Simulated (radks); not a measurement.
The numbers below are computed, except where a source is named.
Question: The mean radii <r> (bohr) of the occupied orbitals of an atom or ion are listed with their occupations. Code: a radial shooting solver on a logarithmic mesh with Libxc functionals. Model: scalar-relativistic Kohn-Sham, BLYP, spin-polarised, spherical densities, point nucleus.

| orbital | occ. | <r> |
|---|---|---|
| 1s up | 1 | 0.03707 |
| 1s down | 1 | 0.03706 |
| 2s up | 1 | 0.1626 |
| 2s down | 1 | 0.1626 |
| 2p up | 3 | 0.1417 |
| 2p down | 3 | 0.1417 |
| 3s up | 1 | 0.4582 |
| 3s down | 1 | 0.4580 |
| 3p up | 3 | 0.4616 |
| 3p down | 3 | 0.4614 |
| 3d up | 5 | 0.4511 |
| 3d down | 5 | 0.4504 |
| 4s up | 1 | 1.157 |
| 4s down | 1 | 1.159 |
| 4p up | 3 | 1.263 |
| 4p down | 1 | 1.271 |
| 5s up | 1 | 2.543 |
| 5s down | 1 | 2.566 |

Name the element and its charge. Open shells, if any, are filled with parallel spins first.

Answer: Z = 40, zirconium, charge +4: Zr4+ in [Ar] 3d10 4s2 4p4 5s2. The 1s radius gives Z: for a bare nucleus <r> = (2 gamma + 1)/(2Z) with gamma = sqrt(1 - (Z/c)^2), 0.03641 bohr for Z = 40, and screening makes it slightly larger (0.03707 here). The occupations add up to 36, and the charge is Z minus that.
